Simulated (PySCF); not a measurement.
PySCF input file for W(O)(S)(Br)(OH) (BrHO2SW), SMILES [OH][W](=[O])([Br])=[S], multiplicity 1, PBE0-D3(BJ)/def2-SVP. The structure is a stationary point at PBE0-D3(BJ)/def2-SVP. The spin state was assumed, not searched. The structure was generated by enumeration; whether it is a known compound was not checked. The def2 effective core potentials stand for the cores of W; spin–orbit coupling is left out. Other conformers were not sampled.

```python
import numpy as np
from pyscf import gto, scf, dft, df
from pyscf.hessian import thermo

mol = gto.M(
    atom='''
    W     0.13112412   -0.43158518    0.06368270
    O     1.36246811   -0.99975863   -0.94883240
    S     1.00417770   -0.00717993    1.96208348
    Br   -0.74294885    1.61861153   -0.87235031
    O    -1.17787764   -1.74958390    0.27324787
    H    -1.24354156   -2.60448088   -0.16891813
    ''',
    basis='def2-SVP',
    ecp={'W': 'def2-svp'},
    charge=0,
    spin=0,
    max_memory=1600,
    verbose=3,
)
mf = dft.RKS(mol, xc='pbe0').density_fit(auxbasis='def2-universal-jkfit')
mf.disp = 'd3bj'
mf.grids.level = 3
mf.conv_tol = 1e-11
mf.max_cycle = 100
mf.kernel()

# [left out here: the lines that compute and print the analytic Hessian (its translational invariance restored by hand, since the grid's response is missing), thermochemistry and intensities]
```

Output:

```
converged SCF energy = -3189.53289228716

WARN: DFTD3 does not support analytical Hessian, using finite difference


WARN: Mole.unit (angstrom) is changed to Bohr

Mode                                 0                   1                   2
Irrep
Freq [cm^-1]                      117.4168            139.0866            187.7668
Reduced mass [au]                  17.1533             11.5336              3.1311
Force const [Dyne/A]                0.1393              0.1315              0.0650
Char temp [K]                     168.9367            200.1147            270.1546
Normal mode                   x     y     z       x     y     z       x     y     z
       0   W                -0.01 -0.02 -0.02    0.03 -0.00 -0.02   -0.00 -0.00  0.01
       1   O                 0.02 -0.00  0.01    0.03 -0.10  0.03   -0.02  0.09 -0.06
       2   S                -0.03  0.11 -0.04   -0.04  0.03  0.01    0.03  0.06 -0.01
       3  Br                 0.03  0.02  0.04   -0.03 -0.01  0.03    0.02 -0.04  0.01
       4   O                 0.03 -0.06  0.03   -0.09  0.12 -0.00   -0.06  0.02 -0.09
       5   H                 0.08 -0.11  0.12   -0.18  0.12  0.01   -0.21  0.21 -0.45
Mode                                 3                   4                   5
Irrep
Freq [cm^-1]                      218.0051            229.1161            275.7161
Reduced mass [au]                   3.9492              2.8695              6.8522
Force const [Dyne/A]                0.1106              0.0888              0.3069
Char temp [K]                     313.6609            329.6471            396.6941
Normal mode                   x     y     z       x     y     z       x     y     z
       0   W                 0.01  0.00 -0.01    0.00  0.00  0.01    0.00 -0.03  0.01
       1   O                -0.03  0.03 -0.09   -0.06 -0.15  0.02    0.09  0.06  0.07
       2   S                -0.07 -0.02  0.03    0.01  0.02  0.00    0.03 -0.00 -0.02
       3  Br                 0.01 -0.00 -0.00   -0.01  0.03 -0.01   -0.02  0.06 -0.03
       4   O                 0.04 -0.01  0.16    0.06 -0.07 -0.05   -0.04  0.00  0.03
       5   H                -0.20  0.25 -0.33    0.08  0.17 -0.53   -0.25  0.14 -0.19
Mode                                 6                   7                   8
Irrep
Freq [cm^-1]                      314.3436            552.9154            570.5742
Reduced mass [au]                   7.2191              2.6260              2.4906
Force const [Dyne/A]                0.4203              0.4730              0.4777
Char temp [K]                     452.2704            795.5222            820.9292
Normal mode                   x     y     z       x     y     z       x     y     z
       0   W                 0.02 -0.02  0.02    0.01  0.00  0.02   -0.01 -0.01 -0.02
       1   O                -0.08  0.01 -0.13    0.00  0.02 -0.01    0.02  0.02  0.00
       2   S                -0.02  0.03  0.04   -0.05 -0.02 -0.10    0.05  0.02  0.10
       3  Br                -0.01  0.04 -0.02   -0.00  0.00 -0.00   -0.00  0.00 -0.00
       4   O                -0.02  0.02 -0.05   -0.08  0.00  0.02   -0.08 -0.01  0.04
       5   H                 0.06 -0.16  0.28    0.58  0.03 -0.15    0.58  0.05 -0.19
Mode                                 9                  10                  11
Irrep
Freq [cm^-1]                      752.2951           1041.1169           3903.2698
Reduced mass [au]                   5.6630             17.1797              1.0676
Force const [Dyne/A]                1.8883             10.9715              9.5830
Char temp [K]                    1082.3852           1497.9355           5615.9362
Normal mode                   x     y     z       x     y     z       x     y     z
       0   W                -0.02 -0.02  0.00    0.02 -0.01 -0.01   -0.00 -0.00  0.00
       1   O                 0.01  0.01  0.00   -0.18  0.08  0.14   -0.00  0.00  0.00
       2   S                 0.00  0.00 -0.00   -0.00 -0.00 -0.00   -0.00 -0.00 -0.00
       3  Br                 0.00 -0.00  0.00    0.00 -0.00  0.00    0.00 -0.00  0.00
       4   O                 0.14  0.17 -0.01    0.00  0.01  0.00    0.01  0.05  0.03
       5   H                 0.29  0.19 -0.07    0.01  0.01 -0.01   -0.08 -0.86 -0.44
temperature 298.1500 [K]
pressure 101325.00 [Pa]
Rotational constants [GHz] 2.36635 1.00267 0.87107
Symmetry number 1
Zero-point energy (ZPE) 0.01891 [Eh]   49654.730 [J/mol]
                           tot       elec      trans        rot        vib
Entropy [J/mol/K]       372.535      0.000    181.025    123.144     68.366
Cv [J/mol/K]             91.785      0.000     12.472     12.472     66.842
Cp [J/mol/K]            100.100      0.000     20.786     12.472     66.842
Internal energy [J/mol]                      3718.434   3718.434  61042.574
Internal energy [Eh]   -3189.50681  -3189.53289
Enthalpy [J/mol]                             6197.391   3718.434  61042.574
Enthalpy [Eh]          -3189.50587
Gibbs free energy [J/mol]                  -47775.288 -32996.980  40659.241
Gibbs free energy [Eh] -3189.54817
mode   freq/cm-1   IR/(km/mol)
   1      117.42         2.902
   2      139.09         0.705
   3      187.77        19.445
   4      218.01        30.294
   5      229.12        36.681
   6      275.72         6.840
   7      314.34        55.819
   8      552.92       143.251
   9      570.57        94.519
  10      752.30        79.812
  11     1041.12       138.846
  12     3903.27       376.763
max |gradient| / (hartree/bohr): 6.838085641632015e-05
APT charges: [ 1.9439 -0.6397 -0.4682 -0.4052 -0.832   0.4012]
```

The calculation finished and met its thresholds.

Cost: very roughly 2.4 core-minutes.
